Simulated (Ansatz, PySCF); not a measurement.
Noncovalent pair: N2 (SMILES N#N) (first 2 atoms) with CHN (SMILES C#N); geometry from B3LYP-D3(BJ)/def2-TZVP, rigid monomers moved along the line of their centres of mass till N2···H5 is 2.20 Å.
(charge 0, multiplicity 1):
```xyz
5

N      0.0639     0.3230    -1.0964
N      0.0305     0.1182    -0.0260
C     -0.0698    -0.5028     3.1818
N     -0.1051    -0.7212     4.3067
H     -0.0370    -0.2983     2.1339
```

Monomers are frozen at their geometry in the pair; levels with a basis set take the counterpoise correction.

Frozen-core correlation. CBS: X⁻³ extrapolation of the correlation energy, Hartree–Fock from the larger set.

Codes used: Ansatz (an electronic-structure program) with Gaussian orbitals; PySCF for the dispersion terms. Values without a source in brackets are computed.

PBE/def2-TZVPPD gives -2.8 kJ/mol for the interaction energy.

### Question
Predict the shift from PBE, with its sign, for: PBE-D3(BJ)/def2-TZVPPD, r2SCAN/def2-TZVPPD, PBE0/def2-TZVPPD, wB97M-V/def2-TZVPPD, MP2/CBS(aug-cc-pVDZ, aug-cc-pVTZ), CCSD(T)/CBS(aug-cc-pVDZ, aug-cc-pVTZ).

### Answer
PBE-D3(BJ)/def2-TZVPPD -1.9; r2SCAN/def2-TZVPPD 1.8; PBE0/def2-TZVPPD 0.3; wB97M-V/def2-TZVPPD 0.0; MP2/CBS(aug-cc-pVDZ, aug-cc-pVTZ) -1.1; CCSD(T)/CBS(aug-cc-pVDZ, aug-cc-pVTZ) -0.6 kJ/mol. 2 of 6 lie above PBE; the widest gap is to PBE-D3(BJ)/def2-TZVPPD.
